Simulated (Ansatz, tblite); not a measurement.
Cost and result up the ladder for Cs₂I₂ (4 atoms). The state is a singlet with charge 0. Geometry: B3LYP-D4/def2-SVP.

Cartesian coordinates in Å:
```
Cs 0.442 0.885 2.324
Cs -0.441 -0.885 -2.323
I -1.971 -1.452 0.927
I 1.971 1.452 -0.928
```

Ansatz on 4 threads of Arm Neoverse V2 on a shared host; xTB runs through tblite on one thread. Times are rough, summed over both states, and most runs start from the orbitals of an earlier one. PBE0-D4/def2-TZVP serves as the yardstick here, not as an exact answer. The other state is a doublet.

In the def2 sets Cs, I take a core potential; there is no spin–orbit coupling. The xTB rows come from tblite. HOMO above LUMO, or a gap near zero within one spin, warns that the state may not be the lowest or that an electron is smeared out. The structure comes from a short search, and lower isomers may exist.

Raw xTB energies of ions are shifted by several eV.

```csv
level,functions,wall time,vertical IE (eV),difference from PBE0-D4/def2-TZVP (eV),remarks
GFN1-xTB,26,0.005 s,11.14,3.71,–
GFN2-xTB,26,0.007 s,12.07,4.64,–
PBE-D4/def2-TZVP (with forces),158,12 s,7.07,-0.35,gap within one spin near zero (+1 doublet)
PBE0-D4/def2-TZVP,158,15 s,7.43,0.00,–
```
